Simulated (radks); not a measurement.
Task: All-electron calculation, scalar-relativistic Kohn-Sham, PBEsol, spin-unpolarised, spherical densities, point nucleus. Program: a radial shooting solver on a logarithmic mesh with Libxc functionals. Each species is in its NIST ground configuration. Rank Hf, Pt, Re, Ta, W, Os, Au, Ir, Lu, Hg by mean radius of the outermost orbital (bohr), largest first.

Result: Lu 3.63, Hf 3.44, Ta 3.29, W 3.16, Re 3.06, Os 2.97, Pt 2.91, Ir 2.88, Au 2.85, Hg 2.68.
